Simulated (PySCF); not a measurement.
A structure optimised at PBE-D3(BJ)/def2-SVP, used in a PySCF frequency run:

```
Ti
O 1 1.7357
H 2 0.9806 1 148.16
O 1 1.7357 2 112.81 3 -1.43
H 4 0.9806 1 148.16 2 127.85
O 1 1.7357 2 112.81 3 127.85
H 6 0.9806 1 148.16 2 -1.43
```
Charge +1, spin multiplicity 1.

Write its SMILES, formula and point group.

[OH][Ti+]([OH])[OH], H3O3Ti, C3

What are its rotational constants (standard atomic weights)?

6.1060, 6.1060, 3.3262 GHz
